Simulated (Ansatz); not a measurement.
# Ge2H5NSi: where a starting geometry ends

The starting geometry of this gas-phase singlet was optimised with GFN2-xTB.

```yaml
atoms:
  - { symbol: Ge, position_ang: [1.5981, -1.5909, -0.5661] }
  - { symbol: Ge, position_ang: [1.1560, 0.9606, 0.7875] }
  - { symbol: N, position_ang: [0.6224, 0.0500, -0.9547] }
  - { symbol: Si, position_ang: [-0.9297, 0.2122, -0.0195] }
  - { symbol: H, position_ang: [0.7148, 0.4891, -1.8612] }
  - { symbol: H, position_ang: [1.5041, -0.6889, 1.2836] }
  - { symbol: H, position_ang: [-1.7111, 1.0674, -0.9330] }
  - { symbol: H, position_ang: [-1.5403, -1.1280, -0.1125] }
  - { symbol: H, position_ang: [3.0416, -0.8286, -0.8739] }
```

Problem. Predict what it relaxes into with BLYP-D3(BJ)/def2-SVP.

Solution. A new bond forms, giving a structure with H6 bridging Ge2 and Ge1, given below by its coordinates. Contacts that close: Ge1–H6 (2.06 → 1.82 Å).

The energy falls by 0.32 eV over 8 steps:

```csv
step,E − E(last) (eV)
1,0.318
2,0.080
3,0.015
4,0.005
5,0.000
6,0.000
7,0.000
8,0.000
```

Final geometry (Å):

```xyz
9

Ge    1.6831   -1.5989   -0.4542
Ge    1.1469    0.9973    0.8099
N     0.6135    0.0607   -1.0132
Si   -0.9754    0.1921   -0.1117
H     0.8325    0.5007   -1.9149
H     1.5501   -0.7381    1.1402
H    -1.8671    1.1669   -0.8282
H    -1.6174   -1.1664   -0.0574
H     3.0896   -0.8714   -0.8201
```

Frequencies at the end are all real (lowest 152 cm⁻¹). Run with Ansatz 0.2.0, 12 s on 2 threads of Intel(R) Xeon(R) 6975P-C (Granite Rapids), on a shared host.
